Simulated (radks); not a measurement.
Results of a calculation; reference values are marked as such.
Valence configurations of Hg II (all share [Xe]). Level of theory: scalar-relativistic Kohn-Sham, LDA (Slater exchange, Perdew-Wang correlation), spin-polarised, spherical densities, point nucleus; open shells are filled with parallel spins first (spin-orbit coupling, left out, can overturn this in heavy ions) (a radial shooting solver on a logarithmic mesh with Libxc functionals). Energies are relative to 4f14 5d10 6s1; eigenvalues in eV for spin up.

valence,E (eV),moment (Bohr magnetons),e(4f),e(5d),e(6p),e(6s)
4f14 5d10 6s1,0.000,1,-105.42,-19.222,-,-15.417
4f14 5d9.5 6s1.5,2.230,1,-107.30,-20.580,-,-15.914
4f14 5d9 6s2,4.718,1,-109.22,-21.965,-,-16.410
4f14 5d10 6p1,7.538,1,-107.27,-20.888,-8.979,-
4f14 5d9 6s1 6p1,11.926,3,-110.96,-23.760,-9.803,-18.057
4f13.5 5d10 6s1 6p0.5,50.610,2,-114.51,-22.069,-8.940,-16.815
4f13 5d10 6s2,97.496,1,-122.02,-23.137,-,-16.467
4f13 5d10 6s1 6p1,105.03,3,-123.81,-24.990,-9.839,-18.171
4f12.5 5d10 6s2 6p0.5,155.68,2,-131.61,-26.219,-9.428,-17.913
4f12 5d10 6s2 6p1,217.88,3,-141.36,-29.348,-10.348,-19.308

NIST lists [Xe] 4f14 5d10 6s1 as the ground configuration; this level of theory agrees among the configurations tried. The energies are those of spherical high-spin densities, not of single terms.
